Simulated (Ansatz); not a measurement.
Geometry optimisation, Ansatz 0.2.0, RKS PBE/def2-SVP.

The input (input.yaml):

```yaml
crystal:
  periodic: [false, false, false]
  atoms:
    - { symbol: Si, position_ang: [-0.446689, 0.35331, -0.378598] }
    - { symbol: C, position_ang: [-0.112978, -0.24738, 2.635504] }
    - { symbol: H, position_ang: [-0.205443, -0.314639, 3.740378] }
    - { symbol: H, position_ang: [-0.112098, -1.272381, 2.216793] }
    - { symbol: H, position_ang: [0.833725, 0.266822, 2.392265] }
    - { symbol: H, position_ang: [0.385026, 1.368954, 0.333478] }
    - { symbol: H, position_ang: [-0.319924, 0.575184, -1.857651] }
    - { symbol: H, position_ang: [-0.064134, -1.055669, -0.067905] }
    - { symbol: Br, position_ang: [-2.662263, 0.683189, 0.105901] }
    - { symbol: H, position_ang: [-0.982123, 0.32371, 2.253236] }
basis:
  gaussian: { orbitals: def2-SVP }
hamiltonian:
  xc: pbe
relax:
  f_tol: 0.03
  max_steps: 50
```

Run as:

```bash
$ ansatz run input.yaml --threads 2 --pin off --max-ram 3072MiB --backend cpu --events-out ev --progress --plain --runs-dir out
```

Problem. Where does it end, and by what steps?

Solution. The run converged. The force dipped under the threshold on the way, but the program's further checks kept it going. After 14 steps the energy has fallen by 0.207 eV; H4 moved furthest, 0.70 Å.

```tsv
step	energy less start (eV)	largest force component (eV/Å)	accepted
0	0.0000	0.644	yes
1	-0.1636	0.208	yes
2	-0.1957	0.442	yes
3	-0.1906	0.404	no
4	-0.2046	0.035	yes
5	-0.2050	0.015	yes
6	-0.2053	0.099	yes
7	-0.2058	0.049	yes
8	-0.2063	0.017	yes
9	-0.2058	0.174	no
10	-0.2067	0.038	yes
11	-0.2066	0.091	no
12	-0.2069	0.027	yes
13	-0.2070	0.033	yes
14	-0.2070	0.025	yes
```

```xyz
10
Properties=species:S:1:pos:R:3
Si -0.513 0.484 -0.839
C -0.074 -0.377 3.068
H -0.206 -0.232 4.157
H 0.104 -1.449 2.858
H 0.795 0.216 2.723
H 0.402 1.452 -0.151
H -0.447 0.679 -2.325
H -0.143 -0.926 -0.486
Br -2.618 0.877 -0.168
H -0.986 -0.042 2.538
```

Whether the end is a true minimum wasn't checked by a vibrational analysis.

Run time: 28 s on 2 threads of AMD EPYC 7R43 64-Core Processor (Zen 3) (shared host), peak memory 0.15 GiB.
